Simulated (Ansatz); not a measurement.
Reaction (hydrogenolysis of a B–Te bond): `CSB[TeH]` + H₂ → `BSC` + H₂Te

Program: Ansatz. Geometries: PBE0-D4/def2-TZVP. ΔE: electronic, gas phase. CCSD(T)/CBS is the MP2 limit (def2-TZVPP, def2-QZVPP) plus CCSD(T) − MP2 in def2-TZVPP, frozen cores. This one scheme is used for every species. DFT in def2-TZVPP. Elements past krypton have def2 core potentials. For Te outer-core shells are correlated without core-valence functions, which leaves a few kJ/mol of doubt a bond. One conformer a species, not always the lowest.

```
             level  ΔE (kJ/mol)
       LDA (SPW92)         41.0
              BLYP         24.5
           r2SCANh         39.1
RPA@PBE/def2-TZVPP         33.0
```

Problem. What does CCSD(T)/CBS give? (An estimate is asked.)

Solution. Computed: +42.1 kJ/mol. The listed levels differ from it by -1.1, -17.6, -3.0, -9.1 kJ/mol.

Largest T1 diagnostic among the species: 0.014.

Leaving LDA and LC-ωPBE aside and taking each functional with its dispersion term where it has one, the values, not all of them listed here, spread over 23.9 kJ/mol, from CAM-B3LYP-D4 to revPBE-D4. At CCSD(T), def2-SVP lies −14.6 kJ/mol from the extrapolated value and def2-TZVPP −6.1 kJ/mol. In def2-TZVPP, CCSD(T) changes the Hartree–Fock value by +31.7 kJ/mol (the triples alone add +7.6 kJ/mol) and MP2 by +46.1 kJ/mol.
